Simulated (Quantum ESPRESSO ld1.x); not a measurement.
ld1.x (Quantum ESPRESSO 7.5) input

```
 &input
    zed=51.0,
    iswitch=1,
    rel=2,
    dft='PZ',
    config='[Ar] 3d9',
    rel_dist='average',
    verbosity='high',
    lsmall=.true.,
    prefix='ld1',
    max_out_wfc=37,
    file_charge='ld1.rho',
 /
```

It prints (banner and zero overlaps left out):

```
     Program LD1 v.7.5 starts

     --------------------------- All-electron run ----------------------------

     dirac relativistic calculation

     atomic number is 51.00
     dft =PZ   lsd =0 sic =0 latt =0  beta=0.20 tr2=1.0E-14
     Exchange-correlation= PZ
                           (   1   1   0   0   0   0   0)
     mesh =2069 r(mesh) = 100.70288 a.u. xmin = -8.00 dx = 0.00800
     1 Ry =  13.60569312 eV, c = 137.03599908

     n l j   nl                  e(Ry)          e(Ha)          e(eV)
     Spin orbit split results
     1 0 0.5 1S 1( 2.00)   -2282.943356870   -1141.471678435 -31061.0267307
     2 0 0.5 2S 1( 2.00)    -396.421518603    -198.210759301  -5393.5895295
     2 1 0.5 2P 1( 2.00)    -375.113563076    -187.556781538  -5103.6800255
     2 1 1.5 2P 1( 4.00)    -356.537046726    -178.268523363  -4850.9336447
     3 0 0.5 3S 1( 2.00)    -120.094099260     -60.047049630  -1633.9634604
     3 1 0.5 3P 1( 2.00)    -111.454393522     -55.727196761  -1516.4142755
     3 1 1.5 3P 1( 4.00)    -107.808616745     -53.904308372  -1466.8109554
     3 2 1.5 3D 1( 3.60)     -92.802431009     -46.401215505  -1262.6413974
     3 2 2.5 3D 1( 5.40)     -92.019343476     -46.009671738  -1251.9869487
     Averaged results
     1 0     1S 1( 2.00)   -2282.943356870   -1141.471678435 -31061.0267307
     2 0     2S 1( 2.00)    -396.421518603    -198.210759301  -5393.5895295
     2 1     2P 1( 6.00)    -362.729218843    -181.364609421  -4935.1824383
     3 0     3S 1( 2.00)    -120.094099260     -60.047049630  -1633.9634604
     3 1     3P 1( 6.00)    -109.023875671     -54.511937835  -1483.3453955
     3 2     3D 1( 9.00)     -92.332578489     -46.166289245  -1256.2487282

     final scf error:  2.3E-15 reached in  19 iterations

     Etot =  -12384.417263 Ry,   -6192.208631 Ha, -168498.580782 eV

     Ekin =   13090.279805 Ry,    6545.139903 Ha,  178102.329922 eV
     Encl =  -28413.002675 Ry,  -14206.501338 Ha, -386578.595104 eV
     Eh   =    3214.474090 Ry,    1607.237045 Ha,   43735.148026 eV
     Exc  =    -276.168483 Ry,    -138.084241 Ha,   -3757.463625 eV

     normalization and overlap integrals

     s(1S/1S) =  1.000000  <r> =   0.0284  <r2> =    0.0011  r(max) =   0.0184
     LC norm =  0.96489515 + SC norm =  0.03510485 =  1.00000000
     s(2S/2S) =  1.000000  <r> =   0.1220  <r2> =    0.0176  r(max) =   0.1035
     LC norm =  0.99251230 + SC norm =  0.00748770 =  1.00000000
     s(2P/2P) =  1.000000  <r> =   0.1030  <r2> =    0.0130  r(max) =   0.0802
     LC norm =  0.99248696 + SC norm =  0.00751304 =  1.00000000
     s(2P/2P) =  1.000000  <r> =   0.1085  <r2> =    0.0143  r(max) =   0.0841
     LC norm =  0.99283737 + SC norm =  0.00716263 =  1.00000000
     s(3S/3S) =  1.000000  <r> =   0.3229  <r2> =    0.1190  r(max) =   0.2953
     LC norm =  0.99770525 + SC norm =  0.00229475 =  1.00000000
     s(3P/3P) =  1.000000  <r> =   0.3118  <r2> =    0.1127  r(max) =   0.2814
     LC norm =  0.99775424 + SC norm =  0.00224576 =  1.00000000
     s(3P/3P) =  1.000000  <r> =   0.3221  <r2> =    0.1200  r(max) =   0.2929
     LC norm =  0.99784600 + SC norm =  0.00215400 =  1.00000000
     s(3D/3D) =  1.000000  <r> =   0.2898  <r2> =    0.0987  r(max) =   0.2360
     LC norm =  0.99795615 + SC norm =  0.00204385 =  1.00000000
     s(3D/3D) =  1.000000  <r> =   0.2930  <r2> =    0.1008  r(max) =   0.2379
     LC norm =  0.99798287 + SC norm =  0.00201713 =  1.00000000

     LC charge = 26.83519094 + SC charge =  0.16480906 = 27.00000000

     ------------------------ End of All-electron run ------------------------
```

Run on one thread of a shared host, so times are rough (Intel(R) Xeon(R) Processor @ 2.60GHz): 0.57 s of CPU time, 0.89 s wall, 19 iterations on 2069 mesh points.
